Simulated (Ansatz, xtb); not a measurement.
## Relative energy of two isomers of C5H7NS

Structure a is `NC1=CC=C(S)C1`, a singlet and structure b is `NC1=CCC(S)=C1`, a singlet. Both are isolated molecules in the gas phase, relaxed with PBE-D3(BJ)/def2-SVP; the shapes shown needn't be the lowest conformers.

a (Å):

```xyz
14

C    -0.7902   -1.2663    0.5615
C     0.3180   -0.4664    0.7306
C     1.1128   -0.4992   -0.4908
C     0.5195   -1.3043   -1.4271
C    -0.7663   -1.8476   -0.8368
N    -1.7464   -1.6366    1.4832
S     0.9959   -1.4625   -3.1158
H    -2.6697   -1.8768    1.1193
H    -1.7858   -1.0861    2.3422
H     0.5836    0.0844    1.6430
H     2.0473    0.0585   -0.6446
H     1.1297   -2.8253   -3.1592
H    -1.6421   -1.5213   -1.4404
H    -0.7954   -2.9596   -0.8111
```

b (Å):

```xyz
14

C    -1.2018   -1.0316    0.0377
C    -0.3555   -1.3739    1.0628
C     0.9869   -1.7349    0.4865
C     0.7899   -1.5729   -1.0045
C    -0.4883   -1.1568   -1.2454
N    -2.5063   -0.5583    0.0983
S     2.1137   -1.9025   -2.1135
H    -3.0946   -0.8017   -0.7009
H    -2.9862   -0.7262    0.9843
H    -0.5898   -1.3818    2.1345
H     1.3051   -2.7735    0.7358
H     1.8104   -1.0727    0.8421
H     1.4425   -1.5812   -3.2544
H    -0.9293   -0.9342   -2.2280
```

Energies in hartree; the thermal terms are from GFN2-xTB frequencies at re-optimised GFN2-xTB minima (ideal gas, soft modes damped towards free rotors, one conformer each, 298.15 K, 1 atm) and include the zero-point energy:

|  | a | b |
| --- | --- | --- |
| E, CCSD(T)/def2-SVP | −646.105804 | −646.105751 |
| E, MP2/def2-SVP | −646.008648 | −646.008529 |
| E, MP2/def2-TZVPP | −646.647237 | −646.647684 |
| zero-point energy | 0.105309 | 0.105507 |
| H(298 K) − E | 0.113902 | 0.113813 |
| G(298 K) − E | 0.073364 | 0.074270 |

Correct the CCSD(T) difference for the basis set by the MP2 change, then work out ΔE, ΔE₀, ΔH and ΔG for a → b in kcal/mol (1 Eh = 627.51 kcal/mol) and the equilibrium ratio [b]/[a].

1. Differences b − a: CCSD(T) +0.000053, MP2 in the small set +0.000119, MP2 in the large set −0.000447 Eh.
2. ΔE = +0.000053 + (−0.000447 − (+0.000119)) = −0.000513 Eh = −0.32 kcal/mol.
3. ΔE₀ = ΔE + ΔZPE = −0.000513 + (+0.000198) Eh = −0.20 kcal/mol.
4. ΔH = ΔE + (−0.000089) Eh = −0.38 kcal/mol.
5. ΔG = ΔE + (+0.000906) Eh = +0.25 kcal/mol, so ΔS = (ΔH − ΔG)/T = −8.8 J/(mol K).
6. kT = 0.9442 mEh, so K = [b]/[a] = exp(−ΔG/kT) = exp(−0.42) ≈ 0.66.

The two are too close for this level to say which is favoured. An error of 1 kcal/mol in ΔG would change K by a factor of 5.4. Mirror images and further conformers aren't counted.

As drawn, both hold the same kinds of bond in the same numbers.

Other levels gave ΔE = +0.5 (PBE-D3(BJ)/def2-SVP); +0.5 (HF/def2-SVP); +0.1 (MP2/def2-SVP); 0.0 (CCSD(T)/def2-SVP) kcal/mol. The correlated steps freeze 11 core orbitals. Programs: Ansatz 0.2.0, xtb 6.7.1.
